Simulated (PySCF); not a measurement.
The free ion Mn+ in its d6 configuration. Only this configuration is treated; at so low a charge one with s electrons may lie lower or mix in.

Method (PySCF 2.14, density fitting): CASSCF(6,5) with orbitals averaged over all microstates of the shell, strongly contracted NEVPT2 on the averaged canonical orbitals; basis x2c-TZVPall; spin-free X2C; gas phase; spin-orbit coupling by state interaction with the mean-field operator over all roots.

Problem. What is the ground state?

Solution. 5D (S = 2, orbital degeneracy 5), by NEVPT2.

Problem. Which is the lowest state of another spin?

Solution. 3P at 16924 cm⁻¹ by NEVPT2; CASSCF alone puts it at 20312 cm⁻¹ above the same ground state.

Problem. What magnetic behaviour follows?

Solution. The lowest spin-orbit level is 9-fold with J = 4; the next lies at 280.5 cm⁻¹. μeff is 6.44 μB at 300 K and 6.72 μB at 10 K; the free-ion value g_J√(J(J+1)) for the Hund's-rule level J = 4 is 6.71 μB.

The job took 6 s on one thread of Arm Neoverse V1 (shared host), with 48 basis functions, launched as `OMP_NUM_THREADS=1 python lf_run.py task.json out`.
